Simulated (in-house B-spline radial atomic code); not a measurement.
# Ionising the potassium ion K⁸⁺ with different functionals

Computed with an all-electron radial atomic-structure program (B-spline basis): scalar-relativistic (spin-free X2C) Hamiltonian, Fermi nucleus of rms radius 3.4349 fm, spin-polarised at highest spin, spherical fractional occupations for the functionals, the average over the highest-spin determinants for Hartree-Fock. The ionisation energy is the difference of two self-consistent energies, [Ne] 3s1 → [He] 2s2 2p6, without Breit or QED terms; ε is the level of the shell that loses the electron (its least bound occupied spin orbital).

```tsv
method	rung	ΔSCF (eV)	-ε(3s) (eV)
Hartree-Fock	Hartree-Fock	175.30	175.35
HF fractional	Hartree-Fock	175.30	175.35
LDA VWN5	LDA	176.63	167.58
LDA PW92	LDA	176.62	167.58
LDA exchange-only	LDA	175.48	166.46
PBE	GGA	?	?
PBEsol	GGA	176.38	167.39
BLYP	GGA	177.36	167.75
RPBE	GGA	176.76	167.39
PW91	GGA	177.01	167.72
BP86	GGA	176.35	167.61
AM05	GGA	176.15	167.34
OLYP	GGA	176.81	167.49
TPSS	meta-GGA	176.29	167.52
SCAN	meta-GGA	175.76	167.99
r2SCAN	meta-GGA	175.64	167.91
revTPSS	meta-GGA	176.03	167.51
PBE0	global hybrid	176.58	169.63
B3LYP	global hybrid	177.20	169.55
TPSSh	global hybrid	176.22	168.35
BHandHLYP	global hybrid	176.87	171.87
r2SCAN0	global hybrid	175.72	169.93
B97-1	global hybrid	176.09	169.00
HSE06	range-separated hybrid	176.63	169.30
wB97X	range-separated hybrid	174.55	172.08
CAM-B3LYP	range-separated hybrid	177.19	171.50
LC-wPBE	range-separated hybrid	?	?
```

What does PBE give?

ΔSCF 176.89 eV, and -ε(3s) = 167.53 eV.

What does LC-wPBE give?

ΔSCF 176.89 eV, and -ε(3s) = 172.97 eV.

Among the functionals, which spreads more, the ΔSCF values or the orbital energies?

The orbital energies: ΔSCF values span about 2.81 eV and the orbital energies 6.51 eV.

How do they compare with the NIST value?

NIST lists 175.817 eV ± 0.0025 (semi-empirical, ground level to ground level). Errors run from -1.27 to +1.54 eV; SCAN is closest (-0.05 eV), but part of that can be cancellation, since the calculations leave out Breit-QED terms. Hartree-Fock also lacks correlation.
